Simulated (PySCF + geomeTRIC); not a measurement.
The multiplicity is imposed and other spin states were not computed.

Species: [Cu(C2H4)(OH)] (charge 0, multiplicity 1).

Problem. Give a relaxed geometry from TPSS-D3(BJ)/def2-SVP run with PySCF + geomeTRIC.

Solution. One answer among several that fit: the end point of this relaxation, one of several conformers.
Cartesian coordinates (Å) in one orientation:
```xyz
9

Cu     0.017    -0.050    -0.020
C     -1.991    -0.041     0.011
C     -1.503    -1.227     0.563
H     -2.298     0.797     0.651
H     -2.338    -0.002    -1.030
H     -1.453    -2.149    -0.030
H     -1.413    -1.350     1.650
O      1.676     0.548    -0.205
H      2.053     0.301    -1.069
```
